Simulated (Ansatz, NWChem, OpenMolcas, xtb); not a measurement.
# Loss of CH4: CH4GeO → GeO + CH4

Gas-phase species: CH4GeO `C[O][GeH]`, singlet; GeO, singlet; CH4 (methane) `C`, singlet. This is a balance of energies; it says nothing on the path, which may need atoms to shift.

Shapes, held fixed at every level: PBE0-D4/def2-TZVP. Flexible molecules stand in one conformer, not always the lowest. Programs: Ansatz 0.2.0, NWChem 7.3.0, OpenMolcas 26.06, xtb 6.7.1. A level may come from different programs for different species; with the same settings they agree closely. The zero-point and thermal change to 298 K, harmonic and unscaled (PBE0-D4/def2-TZVP), is +1.5 kJ/mol.

Task: Estimate ΔH(298 K) of this reaction.

Result: The highest level, CCSD(T)/def2-TZVPP, gives ΔH(298 K) = -68.9 kJ/mol; the levels span -96.6 to +1.0. They disagree on the sign: 1 of 9 are positive. GFN1-xTB strays far from the other rows. The column of differences is taken from that level and isn't an error. No measured value is set beside it here. T1 is large for GeO (0.025), so single-reference values are less sure there. Relativity is left out for Ge. Outer-core shells of Ge are correlated, in sets that cover them unevenly.

| level | kind | ΔH(298 K) (kJ/mol) | less CCSD(T)/def2-TZVPP |
| --- | --- | --- | --- |
| GFN1-xTB | semi-empirical | +1.0 | +69.9 |
| B3LYP/6-31G* (Cartesian functions) | global hybrid | -64.1 | +4.8 |
| PBE0/def2-SVP | global hybrid | -33.3 | +35.6 |
| BHLYP-D4/def2-TZVPP | global hybrid | -34.3 | +34.6 |
| wB97M-V/def2-TZVPP | range-separated hybrid | -51.7 | +17.2 |
| wB97X-V/def2-TZVPP | range-separated hybrid | -46.3 | +22.6 |
| MP2/def2-SVP | perturbation theory | -96.6 | -27.7 |
| CCSD/def2-TZVPP | coupled cluster or CI | -56.4 | +12.5 |
| CCSD(T)/def2-TZVPP | coupled cluster or CI | -68.9 | 0.0 |
